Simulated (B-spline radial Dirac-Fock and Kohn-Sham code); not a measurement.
**How the levels of holmium move as electrons are removed**

These are calculated numbers from an atomic code on a B-spline grid; the model is Dirac-Fock ΔSCF + Breit + QED. Each ion is free and in its tabulated ground configuration. Electron correlation is not included.

Reference: Ho⁶⁺, [Kr] 4d10 4f9 5s2 5p4, with L3 (2p3/2) 8170.9 eV, M2 (3p1/2) 2026.4 eV, N2 (4p1/2) 453.2 eV, N5 (4d5/2) 265.1 eV, N6,7 (4f) 99.14 eV, Kα1 (K-L3) 47543.7 eV, Kβ1 (K-M3) 53867.8 eV, Lα1 (L3-M5) 6717.4 eV. Shifts from it, in eV (a dash: the subshell is empty, belongs to an open shell averaged over j, or its hole state is left out as unreliable):

```tsv
ion	configuration	L3 (2p3/2)	M2 (3p1/2)	N2 (4p1/2)	N5 (4d5/2)	N6,7 (4f)	Kα1	Kβ1	Lα1
Ho⁷⁺	[Kr] 4d10 4f9 5s2 5p3	+20.2	+19.4	–	+19.2	+19.0	+0.57	+1.15	+0.47
Ho⁸⁺	[Kr] 4d10 4f10 5s2 5p1	+32.9	+30.1	+30.6	+32.0	+31.5	+2.61	+5.52	+2.41
Ho⁹⁺	[Kr] 4d10 4f9 5s2 5p1	?	?	?	?	?	?	?	?
Ho¹⁰⁺	[Kr] 4d10 4f9 5s2	+85.3	+82.7	+80.6	+80.8	+79.6	+2.69	+5.37	+2.18
```

Question: Give the missing shifts for Ho⁹⁺.

Answer: L3 (2p3/2) +62.8, M2 (3p1/2) +61.0, N2 (4p1/2) +59.5, N5 (4d5/2) +59.6, N6,7 (4f) +58.8, Kα1 +1.92, Kβ1 +3.83, Lα1 +1.56 (eV).

Over this range L3 (2p3/2) moves by +85.3 eV and Kα1 by +2.7 eV: a line is a difference of two levels that shift in the same direction.
